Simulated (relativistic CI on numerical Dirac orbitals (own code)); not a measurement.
# Electric-dipole lines of I23+

Method of calculation: Dirac-Coulomb-Breit CI, KLI orbitals optimised for each configuration, model QED, unscaled Slater integrals (own radial code, finite nucleus).

Configurations in the expansion (outside the closed core [Ar] 3d10): 4s2, 4s.4p, 4p2, 4s.4d, 4d2, 4s.4f, 4p.4d, 4f2, 4p.4f, 4d.4f, 4s.5s, 4s.5p, 4s.5d, 4s.5f, 4s.5g, 4s.6s. Levels of other configurations are missing.

```
λ vac (nm)             Lower             Upper   A (s⁻¹)  E lower (10³ cm⁻¹)  E upper (10³ cm⁻¹)
    4.3878   4s.4d 3D_3 [13]  4s.5f 3F°_4 [84]  7.02e+11              1210.7              3489.7
    5.9822  4s.4f 3F°_2 [27]   4s.5g 3G_3 [86]  1.64e+12              1943.6              3615.2
    5.9878  4s.4f 3F°_3 [28]   4s.5g 3G_4 [87]  1.66e+12              1945.5              3615.5
    5.9958  4s.4f 3F°_4 [29]   4s.5g 3G_5 [88]  1.77e+12              1948.1              3616.0
    6.1971  4s.4f 1F°_3 [30]   4s.5g 1G_4 [89]  1.50e+12              2013.7              3627.4
    12.017   4s.4p 3P°_0 [2]   4s.4d 3D_1 [11]  1.09e+11               353.8              1186.0
    12.232   4s.4p 3P°_1 [3]   4s.4d 3D_2 [12]  1.38e+11               376.9              1194.4
    12.269      4p2 3P_0 [6]  4p.4d 3D°_1 [18]  2.10e+11               825.0              1640.1
    12.281  4p.4d 3F°_3 [16]     4d2 3F_4 [38]  8.77e+10              1613.7              2427.9
    12.355      4p2 1D_2 [8]  4p.4d 3D°_3 [22]  1.81e+11               932.4              1741.8
    12.596  4p.4d 1F°_3 [25]   4p.4f 1G_4 [51]  2.10e+11              1793.3              2587.2
    12.644      4p2 3P_1 [7]  4p.4d 1D°_2 [20]  9.44e+10               928.1              1719.0
    12.668  4p.4d 3D°_1 [18]     4d2 1D_2 [39]  1.44e+11              1640.1              2429.5
    12.718  4p.4d 3P°_2 [17]     4d2 3F_3 [36]  1.03e+11              1629.3              2415.6
    12.883  4p.4d 3F°_2 [15]   4p.4f 3G_3 [32]  1.26e+11              1559.7              2336.0
    13.047   4p.4f 3G_3 [32]  4d.4f 3H°_4 [58]  1.16e+11              2336.0              3102.4
    13.079  4p.4d 3F°_4 [19]   4p.4f 3G_5 [44]  1.15e+11              1707.8              2472.4
    13.199   4s.4d 3D_1 [11]  4s.4f 3F°_2 [27]  1.43e+11              1186.0              1943.6
    13.315   4s.4d 3D_2 [12]  4s.4f 3F°_3 [28]  1.50e+11              1194.4              1945.5
    13.316  4p.4d 1D°_2 [20]   4p.4f 1F_3 [43]  1.55e+11              1719.0              2470.0
    13.329  4p.4d 3D°_3 [22]   4p.4f 3F_4 [45]  2.13e+11              1741.8              2492.1
    13.521      4p2 3P_2 [9]  4p.4d 1F°_3 [25]  1.57e+11              1053.7              1793.3
    13.561   4s.4d 3D_3 [13]  4s.4f 3F°_4 [29]  1.66e+11              1210.7              1948.1
    13.577  4p.4d 3P°_2 [24]   4p.4f 3F_3 [46]  1.45e+11              1758.3              2494.9
    13.736  4p.4d 1P°_1 [26]   4p.4f 1D_2 [50]  1.96e+11              1834.1              2562.1
    13.738   4s.4p 3P°_2 [4]   4s.4d 3D_3 [13]  1.34e+11               482.8              1210.7
    13.748   4s.4d 1D_2 [14]  4s.4f 1F°_3 [30]  2.40e+11              1286.3              2013.7
    13.886  4p.4d 3F°_4 [19]     4d2 3F_4 [38]  7.43e+10              1707.8              2427.9
    14.073     4p2 1S_0 [10]  4p.4d 1P°_1 [26]  1.44e+11              1123.5              1834.1
    14.168   4s.4p 1P°_1 [5]   4s.4d 1D_2 [14]  2.04e+11               580.5              1286.3
    14.192      4p2 3P_2 [9]  4p.4d 3P°_2 [24]  1.09e+11              1053.7              1758.3
    14.261      4p2 3P_1 [7]  4p.4d 3P°_2 [17]  8.11e+10               928.1              1629.3
    14.275   4p.4f 3F_4 [45]  4d.4f 3G°_5 [74]  2.23e+11              2492.1              3192.6
    14.362  4d.4f 3G°_4 [72]     4f2 3H_5 [93]  1.78e+11              3184.6              3880.9
    14.476  4d.4f 3G°_5 [74]     4f2 3H_6 [94]  1.86e+11              3192.6              3883.4
    14.499   4p.4f 3F_3 [46]  4d.4f 3G°_4 [72]  1.22e+11              2494.9              3184.6
    14.801   4p.4f 1G_4 [51]  4d.4f 1H°_5 [80]  2.87e+11              2587.2              3262.9
    15.155  4d.4f 1H°_5 [80]    4f2 1I_6 [100]  2.00e+11              3262.9              3922.7
    15.189   4p.4f 3G_5 [44]  4d.4f 3H°_6 [63]  1.05e+11              2472.4              3130.8
    17.226      4s2 1S_0 [1]   4s.4p 1P°_1 [5]  9.22e+10                 0.0               580.5
    17.436  4s.4f 1F°_3 [30]   4p.4f 1G_4 [51]  1.03e+11              2013.7              2587.2
    17.516   4s.4p 3P°_2 [4]      4p2 3P_2 [9]  4.98e+10               482.8              1053.7
    19.075  4s.4f 3F°_4 [29]   4p.4f 3G_5 [44]  5.21e+10              1948.1              2472.4
    20.116   4s.4d 3D_3 [13]  4p.4d 3F°_4 [19]  2.50e+10              1210.7              1707.8
    31.963   4s.5d 3D_3 [69]  4s.5f 3F°_4 [84]  3.78e+10              3176.9              3489.7
```

Terms are leading LS components. Brackets give the number of a level in order of energy, since labels repeat. The list gives strong lines, with weight on those to low levels, without lines whose two gauges differ by over a factor of 2.5. Levels whose partners in the same complex of configurations lie outside the list can be far off, and so can their lines. Rates are taken at the computed energies, electric ones in the length gauge.

At this charge energies of transitions that change n are usually good to better than 1 %, and those within a shell (Δn = 0) to a few per cent.

Problem. From the table, what is the radiative lifetime of 4s.5f 3F°_4?

Solution. The listed rates from this level add up to about 7.39e+11 s⁻¹, 100 % of its decay; with all channels τ = 1.35e-12 s.

LS names give the leading component of a level, which can be under half, so a name can repeat, a term be missing and a line seem to break the LS rules.
